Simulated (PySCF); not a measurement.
SeHBr, SMILES [SeH]Br. Heavy atoms are numbered as in [SeH:1][Br:3]. Hydrogens are named by the atom that carries them.

The structure is a stationary point at B3LYP-D3(BJ)/def2-TZVP.

Method: PBE0/pcSseg-2 (PySCF).

GIAO shieldings, no solvent; atoms alike by connectivity are averaged. δ = σ(ref) − σ: ⁷⁷Se against Me2Se (σ = 1739.2 ppm); ¹H against TMS (σ = 31.54 ppm), references at their B3LYP-D3(BJ)/def2-TZVP geometries, non-relativistic (without spin–orbit terms, shifts of atoms bonded to Cl or Br come out too high).

```csv
nucleus,atoms,count,δ (ppm)
⁷⁷Se,Se1 (SeH),1,559.3
¹H,H on Se1,1,5.92
```
